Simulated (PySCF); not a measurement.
Vertical excitations of a molecule C₃H₄FNSSi from PySCF 2.14.0 with TDA-PBE/def2-SVPD, as energy in eV (oscillator strength): 4.86 (0.000), 5.25 (0.000), 5.39 (0.031), 5.64 (0.031), 6.02 (0.005), 6.08 (0.018), 6.17 (0.001), 6.25 (0.000), 6.45 (0.000), 6.45 (0.023). Lowest triplet (TDA): 3.79 eV. The structure is a stationary point at ωB97X-D3(BJ)/def2-SVP. The values are those of a single conformer.

Which structure fits?
A. Fc1csc([SiH3])n1
B. Fc1scnc1[SiH3]
C. Fc1cnc([SiH3])s1
D. Fc1ncsc1[SiH3]

B, Fc1scnc1[SiH3]
